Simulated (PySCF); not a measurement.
C3H2Cl2F2, SMILES FC(F)C=C(Cl)Cl. Atoms are numbered in the order given.

```xyz
9

F      0.2638    -2.4735     1.0953
C     -0.0873    -1.7442     0.0000
F      0.2638    -2.4735    -1.0953
C      0.6630    -0.4523     0.0000
C      0.1051     0.7627     0.0000
Cl    -1.6106     1.0420     0.0000
Cl     1.0573     2.2093     0.0000
H     -1.1803    -1.6130     0.0000
H      1.7526    -0.5317     0.0000
```

Geometry optimised at B3LYP-D3(BJ)/def2-SVP. Other conformers were not sampled.

Two levels are set side by side: PBE/pcSseg-1 (PySCF) and B3LYP/pcSseg-1 (PySCF). GIAO shifts against CFCl3 (¹⁹F), HCl (³⁵Cl), TMS (¹H), TMS (¹³C) at the same level; non-relativistic, no solvent, atoms listed together averaged. Without spin–orbit terms, shifts of atoms bonded to Cl or Br come out too high at both levels. Differences are taken from unrounded values.

| quantity | B3LYP |
|---|---|
| δ(¹⁹F) of F1, F3 (ppm) | -132.9 |
| δ(¹³C) of C2 (ppm) | 121.1 |
| δ(¹³C) of C4 (ppm) | 134.7 |
| δ(¹³C) of C5 (ppm) | 158.1 |
| δ(¹H) of H8 (ppm) | 6.71 |
| δ(¹H) of H9 (ppm) | 6.34 |

Q: What does PBE give, and how far is it from B3LYP? (An estimate is asked for; the answer gives what the named calculation found.)

A: 
| quantity | PBE | PBE minus B3LYP |
|---|---|---|
| δ(¹⁹F) of F1, F3 (ppm) | -145.0 | -12.0 |
| δ(¹³C) of C2 (ppm) | 124.1 | 3.0 |
| δ(¹³C) of C4 (ppm) | 131.0 | -3.8 |
| δ(¹³C) of C5 (ppm) | 153.9 | -4.2 |
| δ(¹H) of H8 (ppm) | 6.87 | 0.16 |
| δ(¹H) of H9 (ppm) | 6.27 | -0.07 |

Rough cost on one machine, each run with all the roots and properties that it gave: B3LYP against PBE within a factor of 2.
